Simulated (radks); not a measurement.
Results of a calculation; reference values are marked as such.
Ionisation of the calcium ion Ca+, [Ar] 4s1, to [Ar] as the strength of local exchange is varied. Code: a radial shooting solver on a logarithmic mesh with Libxc functionals. Model: non-relativistic Kohn-Sham, Slater X-alpha exchange (alpha = 2/3 is LDA exchange), no correlation, spin-polarised, spherical densities, point nucleus; open shells are filled with parallel spins first.

alpha  E(Ca+) (hartree)  exchange (hartree)  IE (eV)  -e of the level emptied (eV)  <r> of it (bohr)
0.57         -669.28448           -27.55848   10.891                    8.242 (4s)             3.724
0.579        -669.71973           -28.00864   10.944                    8.299 (4s)             3.715
0.667        -673.98782           -32.43483   11.476                    8.868 (4s)             3.627
0.705        -675.83777           -34.35990   11.709                    9.119 (4s)             3.591
0.846        -682.73838           -41.57544   12.594                   10.078 (4s)             3.464
0.872        -684.01709           -42.91843   12.761                   10.259 (4s)             3.442
0.879        -684.36169           -43.28067   12.806                   10.308 (4s)             3.436

NIST Atomic Spectra Database: 11.872 eV (measured). The Delta-SCF value meets it near alpha = 0.73.
